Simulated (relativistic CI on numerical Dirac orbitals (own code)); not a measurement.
# Cr4+ in a cubic cluster: 3s photoemission with charge transfer

Computed with a charge-transfer multiplet model of a cubic metal-ligand cluster with up to 2 ligand holes, Slater and spin-orbit integrals from Dirac-Coulomb-Breit ions, Slater integrals scaled by 0.7. The parameters are those of a tetrahedral site (10Dq negative, t2 hopping the larger). The ground state mixes d2 with configurations of k ligand holes L, whose averages lie at kΔ + k(k − 1)U_dd/2; a core hole lowers each added d electron by U_cd. 20 K, Lorentzian 1.4 eV and Gaussian 0.8 eV FWHM.

Atomic integrals in eV (Slater integrals scaled, ζ unscaled), ground: F2dd 8.205, F4dd 5.167, zeta_d 0.039; with the core hole: F2dd 8.854, F4dd 5.603, zeta_d 0.045, G2cd 8.618.

Cluster parameters (eV): Δ = 1.2, U_dd = 6.5, 10Dq = -0.3, 10Dq(ligand) = 0, V(eg) = 0.9, V(t2g) = -1.53, final-state hopping factor = 1.

```tsv
Case	n_d	d2	d3L	d4L2	S
U_cd = 5.4 eV	2.69	0.39	0.53	0.08	1.00
U_cd = 7.2 eV	2.69	0.39	0.53	0.08	1.00
U_cd = 9 eV	2.69	0.39	0.53	0.08	1.00
```

Weights, n_d and S are thermal averages at 20 K. Binding energies count from the first peak over 30 % of the highest in each spectrum, which can be another peak from case to case. The parameters are a model scan and need not match a compound or its usual spin state. Peaks in eV (height, largest 100):
- U_cd = 5.4 eV: 0.0 (100), 4.6 (44), 6.9 (47), 14.9 (10)
- U_cd = 7.2 eV: 0.0 (100), 4.3 (48), 7.0 (54), 11.8 (16), 15.4 (19)
- U_cd = 9 eV: 0.0 (100), 4.0 (56), 7.1 (61), 12.2 (20), 16.0 (28), 22.9 (9)

Curve for U_cd = 7.2 eV (points under 2 left out, the grid thinned):

E (eV), Intensity and a bar:
```
     -3.9        4.4 #
     -3.3        5.9 #
     -2.7        8.4 ##
     -2.1       13.0 ###
     -1.5       23.2 #######
     -1.0       42.1 #############
     -0.4       82.6 #########################
      0.2       97.6 ##############################
      0.8       60.5 ##################
      1.4       31.1 #########
      2.0       20.3 ######
      2.6       18.9 #####
      3.2       25.7 #######
      3.8       40.7 ############
      4.3       47.9 ##############
      4.9       40.6 ############
      5.5       32.1 #########
      6.1       36.0 ###########
      6.7       51.0 ###############
      7.3       50.4 ###############
      7.9       34.7 ##########
      8.5       27.4 ########
      9.1       26.3 ########
      9.6       24.1 #######
     10.2       18.6 #####
     10.8       14.9 ####
     11.4       15.0 ####
     12.0       15.5 ####
     12.6       13.6 ####
     13.2       11.8 ###
     13.8       11.3 ###
     14.3       12.8 ###
     14.9       17.0 #####
     15.5       18.7 #####
     16.1       14.7 ####
     16.7        9.9 ##
     17.3        6.6 #
     17.9        4.7 #
     18.5        3.5 
     19.1        2.7 
     19.6        2.5 
     20.2        2.8 
     20.8        3.5 
     21.4        3.2 
     22.0        2.0
```

For the case U_cd = 7.2 eV, Δ = 1.2 eV is smaller than U_dd = 6.5 eV, the charge-transfer side of the Zaanen-Sawatzky-Allen scheme. With the core hole the configuration with one ligand hole lies at Δ − U_cd = -4.2, -6.0, -7.8 eV from the one without, in the order of the table; where this is negative the screened configuration lies lower, though the effective hopping of about 3.8 eV (from the holes of the mixed ground state) mixes the two strongly wherever it is as large as the gap.

With at most 2 ligand holes the space is cut while the next configuration still counts, so covalency is underestimated, and a final configuration with one more ligand hole, which can lie low, is missing from the spectra.

Without intra-shell correlation the exchange splitting of the 3s hole comes out too large.
